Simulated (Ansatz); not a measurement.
Job for Ansatz (a first-principles code): R-r2SCAN/def2-TZVPPD on CH7ClSi (a complex). Files ending in .json are basis or fitting sets from the Basis Set Exchange.

Ansatz 0.2 input:
```yaml
crystal:
  periodic: [false, false, false]
  atoms:
    - {symbol: C, position_ang: [0.00177899, -0.09046503, 0.20816642]}
    - {symbol: H, position_ang: [0.38483717, -0.03687533, -0.80989607]}
    - {symbol: H, position_ang: [-0.33411219, -1.10567794, 0.41539288]}
    - {symbol: H, position_ang: [0.79038180, 0.18139651, 0.90802214]}
    - {symbol: H, position_ang: [-0.83479929, 0.59879233, 0.31607937]}
    - {symbol: Si, position_ang: [-0.91301048, -0.01164449, 3.90067210]}
    - {symbol: Cl, position_ang: [1.10432548, 0.42243292, 4.02446867]}
    - {symbol: H, position_ang: [-1.57321912, 1.04725016, 3.11435936]}
    - {symbol: H, position_ang: [-1.46004405, -0.05297133, 5.27102273]}
    - {symbol: H, position_ang: [-1.07163691, -1.32208756, 3.24286858]}
basis:
  gaussian:
    orbitals: def2-TZVPPD.json
hamiltonian:
  xc: {name: r2SCAN}
scf: {lower_state_search: off}
```

It printed:

```
Functional definition: r2SCAN
[...]
these checks for a lower state are left out or cut short: stability, starts, cluster_reference, orbital_swaps, neighbouring_geometries, increment
integrals: 0.19 GiB planned
1216 factors; their error is unknown
mean field: 1.23 GiB planned
mean field evaluation 1: about -21544.8637 eV, gradient 5.4e1 eV
mean field evaluation 2: about -21541.9631 eV, gradient 5.9e1 eV
mean field evaluation 4: about -21551.4401 eV, gradient 1.6e0 eV
mean field evaluation 8: about -21551.4435 eV, gradient 4.9e-2 eV
mean field evaluation 16: about -21551.4071 eV, gradient 1.1e-4 eV
mean field -21551.40711842 eV, -791.9996035334 hartree, gradient 1.6e-6 eV, S^2 0.000000; 0 other end points of the search recorded, 0 dependent functions left out
reference -21551.40713780 eV, -791.9996042458 hartree; 22, 22 occupied and 233, 233 virtual orbitals, 1216 factors
Total energy: -21551.40713780 eV, -791.9996042458 hartree
Checks for a lower state left out: stability, starts, cluster_reference, orbital_swaps, neighbouring_geometries, increment
```

Self-consistency was reached.

Cost: very roughly 7 core-seconds.
